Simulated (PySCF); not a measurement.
Does the answer move with the share of exact exchange?

Compound: CH₈BrNSi₂.
SMILES: `[SiH3]NC[SiH2]Br`

Torsions of this conformer, `[SiH3:1][NH:2][CH2:3][SiH2:4][Br:5]`: Si1–N2–C3–Si4 -48°, N2–C3–Si4–Br5 -173°.

PySCF, def2-SVPD basis, density fitting, gas phase, PBE0-D3(BJ)/def2-SVP geometry; singlet excitations by full TDDFT with frozen cores and triplets by Tamm–Dancoff TDDFT. One functional is left out:

| functional | exact exchange (%) | HOMO energy (eV) | LUMO energy (eV) | lowest singlet excitation (eV) | lowest triplet excitation (eV) | dipole moment (D) | mean polarisability (au) |
| --- | --- | --- | --- | --- | --- | --- | --- |
| LDA | 0 | -5.85 | -1.65 | 4.27 | 4.13 | 1.954 | 103.5 |
| PBE | 0 | -5.75 | -1.39 | 4.42 | 4.26 | 1.902 | 101.6 |
| PBE0 | 25 | -7.09 | -0.55 | 5.25 | 5.00 | 1.951 | 97.2 |
| BHandHLYP | 50 | -8.35 | 0.32 | 5.93 | 5.62 | 1.975 | 93.7 |

Problem. Predict the row of B3LYP (20 % exact exchange) by straight lines through the other rows, and check it.

Solution. 
| property | line | computed | computed − line | PBE0 (25 %), for comparison |
| --- | --- | --- | --- | --- |
| HOMO energy (eV) | -6.82 | -6.87 | -0.05 | -7.09 |
| LUMO energy (eV) | -0.77 | -0.74 | +0.03 | -0.55 |
| lowest singlet excitation (eV) | 5.01 | 5.13 | +0.12 | 5.25 |
| lowest triplet excitation (eV) | 4.79 | 4.91 | +0.12 | 5.00 |
| dipole moment (D) | 1.947 | 1.921 | -0.026 | 1.951 |
| mean polarisability (au) | 98.8 | 97.8 | -1.0 | 97.2 |

Problem. Which of these properties follows the share of exact exchange most closely, and which least?

Solution. Most closely the HOMO energy, least the dipole moment; the correlations over the tabulated rows are HOMO energy -0.999, lowest triplet excitation 0.995, lowest singlet excitation 0.994, LUMO energy 0.993, mean polarisability -0.979, dipole moment 0.727. The HOMO energy moves by -0.511 eV for every 10 %. Functionals with the same share still differ in their other parts: at 0 % LDA and PBE differ by 0.10 eV in it.
